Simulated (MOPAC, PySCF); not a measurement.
Dimer: C2H4 (SMILES C=C) (first 6 atoms) with CH2O2 (SMILES O=CO); geometry from B3LYP-D3(BJ)/def2-TZVP, rigid monomers moved along the line of their centres of mass till C1···H11 is 2.16 Å.
(charge 0, multiplicity 1):
```xyz
11

C     -0.582    -0.244    -0.016
C      0.618     0.320     0.071
H     -0.807    -1.167     0.505
H     -1.373     0.190    -0.615
H      0.856     1.238    -0.453
H      1.406    -0.127     0.666
O      0.367    -1.170     3.037
C     -0.127    -0.194     3.531
O     -0.580     0.873     2.865
H     -0.273    -0.051     4.610
H     -0.441     0.724     1.907
```

Interaction energies are E(AB) − E(A) − E(B) at the monomers' geometry in the complex; basis-set methods are counterpoise corrected. Rows marked so take none.

Rows in 3-21G, 6-31G* carry no dispersion term and start afresh at each structure (6-31G* with six Cartesian d functions). The state that PM7 reach isn't checked; PM7 holds dispersion and hydrogen-bond terms.

The values were computed with MOPAC for PM7 (differences of heats of formation); PySCF for 3-21G rows, 6-31G* rows. 

Problem. Predict the interaction energy from B3LYP/3-21G (no counterpoise).

Solution. -28 kJ/mol

Problem. Predict the interaction energy from BP86/6-31G* (no counterpoise).

Solution. -15 kJ/mol

Problem. Give the interaction energy at the level PM7.

Solution. -4 kJ/mol
